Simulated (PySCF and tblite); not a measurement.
Results of a calculation; reference values are marked as such.
System: C4H5FO2, numbered as in [CH3:1][C:2](=[O:3])/[CH:4]=[C:5](\[OH:6])[F:7].

Geometries: GFN2-xTB; energies: PBE0/pcSseg-1 + D3(BJ); zero-point and thermal terms from GFN2-xTB harmonic modes (soft modes blended into free rotors). Rate constants are transition-state-theory values, counting equivalent paths, without tunnelling. Run with tblite and PySCF.

Q: What barrier does the rotation about the C2–C4 bond (torsion C1–C2–C4–C5 from 180° to 360°, rising) meet, and how fast is it at 298 K?

A: The electronic barrier is 25.0 kcal/mol and ΔG‡(298 K) 24.7 kcal/mol, over a C1 saddle with an imaginary mode of 91i cm⁻¹ (GFN2-xTB). With 2 equivalent paths, k is 9.8×10⁻⁶ s⁻¹, a mean lifetime of the start of 1.2 days against this motion. The end lies 17.2 kcal/mol above the start in free energy.
